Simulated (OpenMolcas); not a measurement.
## Ru2+ in a point-charge field

Ru2+ among 6 point charges of -1.5 e arranged as an octahedron (Oh), 1.88 Å from the ion.
```
   1.8800    0.0000    0.0000  -1.50
   0.0000    1.8800    0.0000  -1.50
  -1.8800    0.0000    0.0000  -1.50
   0.0000   -1.8800    0.0000  -1.50
   0.0000    0.0000    1.8800  -1.50
   0.0000    0.0000   -1.8800  -1.50
```

```yaml
Program: OpenMolcas 26.06
Method: CASSCF
Basis: ANO-RCC-VDZP [6s5p3d1f]
Scalar_Hamiltonian: DKH2, point nucleus
Active_space: 6 electrons in 5 orbitals (4d)
State_averaging: 2S+1 = 5 even, 5 roots; 2S+1 = 3 even, 45 roots; 2S+1 = 1 even, 50 roots
Spin-orbit_coupling: state interaction with AMFI integrals over the reference wave functions
```

The lowest spin-free states (labels of O, the rotations of Oh), above the lowest:

```tsv
State	Degeneracy	E (cm-1)	Free-ion L (%)
5T2	3	0.0	D (100)
1A1	1	3923	G (53)
3T1	3	6774	H (47)
3T2	3	10962	H (38)
1T1	3	14176	I (59)
5E	2	14506	D (100)
3T1	3	17733	H (69)
3T2	3	19153	G (54)
3E	2	20292	G (49)
3T1	3	21282	G (44)
1T2	3	22262	I (68)
3T2	3	25202	F (49)
1E	2	26779	G (73)
1T2	3	27482	I (37)
1A1	1	27548	I (52)
3A2	1	27883	F (100)
3T1	3	31365	H (53)
1T1	3	31507	G (51)
3E	2	32052	H (62)
1A2	1	32358	I (69)
```

The lowest levels with spin-orbit coupling:

```csv
E (cm-1),Degeneracy,Label,2S+1
0.0,3,T2,5
321.5,2,E,5
414.2,3,T1,5
719.7,1,A1,5
1023,3,T1,5
1112,3,T2,5
3771,1,A1,1 (78 %)
7146,2,E,3
7324,3,T2,3
8216,3,T1,3
9580,1,A1,3 (77 %)
11144,3,T1,3
11534,2,E,3
12067,3,T2,3
12294,1,A2,3
14716,3,T1,1 (59 %)
15059,1,A1,5
15119,2,E,5
15169,3,T2,5
15219,1,A2,5
```

Powder χT (cm3 K/mol): 3.16 at 2 K, 3.21 at 10 K, 3.47 at 50 K, 3.77 at 100 K, 4.13 at 200 K, 4.22 at 300 K. The effective moment at 300 K is 2.828 √(χT) = 5.81 μB.

The lowest level has 2S+1 = 5, for which the spin-only value is χT = S(S+1) / 2 = 3.000 cm3 K/mol (g = 2). The computed 4.222 at 300 K differs by +1.222, through orbital momentum, spin-orbit coupling and any other state in reach. With a threefold ground state the orbital momentum is unquenched, so the spin-only value is not expected to hold.

An orbital triplet at a regular site is open to Jahn-Teller coupling, which can distort the site and quench the lowest spin-orbit gaps and is left out. Without dynamic correlation the repulsion within the d shell is too large (B by tens of per cent), so at a given field states of lower spin stand too high. This shell can be high or low spin here, a state of another spin lies low, and with metal d orbitals alone active their balance is uncertain, so the ground spin may be wrong. Point charges give a weaker field than real ligands, and real ions of this kind are as a rule low spin; the high spin found here belongs to the model. This is an electrostatic model: the charges have no orbitals. No measured value stands beside these numbers.
